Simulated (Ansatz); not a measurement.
Basis-set extrapolation for CH5BO2 (`COBO`) (PBE0-D4/def2-TZVP geometry, frozen core, Ansatz). Multiplicity 1, RHF reference.

```
                      def2-TZVPP   def2-QZVPP
                 HF  -215.377703  -215.388385
    MP2 correlation    -0.751149    -0.807733
CCSD(T) correlation    -0.804198      not run
```

Energies in hartree. Use E(X) = E(∞) + A·exp(−7.88·√X) for Hartree–Fock and E(X) = E(∞) + B·X^(−2.97) for correlation, with X = 3 and 4, and add CCSD(T) minus MP2 of the smaller set to the MP2 limit.

What is the CCSD(T) energy at the basis-set limit?

HF limit: -215.388385 + (-0.010682) × 0.13774 = -215.38986. MP2 limit: -0.807733 + (-0.056584) × 0.74074 = -0.84965. Higher-order term: -0.804198 − (-0.751149) = -0.05305. Total: -216.29256 hartree, 3.01 eV below CCSD(T)/def2-TZVPP.
